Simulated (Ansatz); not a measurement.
Consider the stannylene formation by 1,1-elimination: `[OH][SnH]([F])[O][SiH3]` → H₂O + `[F][Sn][O][SiH3]`.

Calculated with Ansatz (gas phase, PBE0-D4/def2-TZVP geometries, no zero-point term in ΔE). CCSD(T)/CBS is the MP2 limit (def2-TZVPP, def2-QZVPP) plus CCSD(T) − MP2 in def2-TZVPP, frozen cores. This one scheme is used for every species. Functionals use def2-TZVPP. B3LYP here is the variant with VWN-RPA as its local correlation; programs differ in this. HSE06 is defined as in plane-wave codes. Elements past krypton have def2 core potentials. For Sn outer-core shells are correlated without core-valence functions, which leaves a few kJ/mol of doubt a bond. Each species was taken in one conformer, which may not be the lowest.

```
             level  ΔE (kJ/mol)  difference from CCSD(T)/CBS
       LDA (SPW92)        -20.5                          4.5
            PBE-D4        -44.5                        -19.5
         revPBE-D4        -50.6                        -25.6
           BLYP-D4        -63.5                        -38.5
         r2SCAN-D4        -24.0                          1.0
            B97M-V        -14.8                         10.2
           PBE0-D4        -30.0                         -5.0
          B3LYP-D4        -49.5                        -24.5
        r2SCANh-D4        -22.5                          2.5
        r2SCAN0-D4        -19.8                          5.2
          HSE06-D4        -30.4                         -5.4
          BHLYP-D4        -30.5                         -5.5
           ωB97X-V        -15.5                          9.5
            B2PLYP        -42.3                        -17.3
          PBE-QIDH        -18.0                          7.0
            revPBE        -62.0                        -37.0
              BLYP        -73.3                        -48.3
            r2SCAN        -25.6                         -0.6
              PBE0        -34.3                         -9.3
             B3LYP        -57.1                        -32.1
           r2SCANh        -24.1                          0.9
           r2SCAN0        -21.6                          3.4
             HSE06        -34.5                         -9.5
             BHLYP        -36.4                        -11.4
         CAM-B3LYP        -36.4                        -11.4
           LC-ωPBE         -9.3                         15.7
RPA@PBE/def2-TZVPP        -27.1                         -2.1
       HF/def2-SVP        -35.6                        -10.6
      MP2/def2-SVP         -8.9                         16.1
  CCSD(T)/def2-SVP        -22.1                          2.9
     HF/def2-TZVPP        -21.7                          3.3
    MP2/def2-TZVPP        -28.4                         -3.4
   CCSD/def2-TZVPP        -23.5                          1.5
CCSD(T)/def2-TZVPP        -20.9                          4.1
     HF/def2-QZVPP        -20.9                          4.1
    MP2/def2-QZVPP        -30.5                         -5.5
SCS-MP2/def2-QZVPP        -30.3                         -5.3
      HF/CBS(def2)        -20.8                          4.2
     MP2/CBS(def2)        -32.5                         -7.5
    CCSD/CBS(def2)        -27.6                         -2.6
       CCSD(T)/CBS        -25.0                            0
```

Largest T1 diagnostic among the species: 0.016.

The D4 term adds +7.6 kJ/mol with B3LYP and +4.3 kJ/mol with PBE0; it sums over pairs of atoms, weighted by their polarisabilities, and B3LYP, whose exchange is more repulsive, gets the larger term. From BLYP to BHLYP (50 % exact exchange), in def2-TZVPP and without D4, ΔE moves by +36.9 kJ/mol.

CCSD(T)/CBS has its own doubt, a few kJ/mol and more with outer-core shells, so smaller differences from it don't rank the levels.
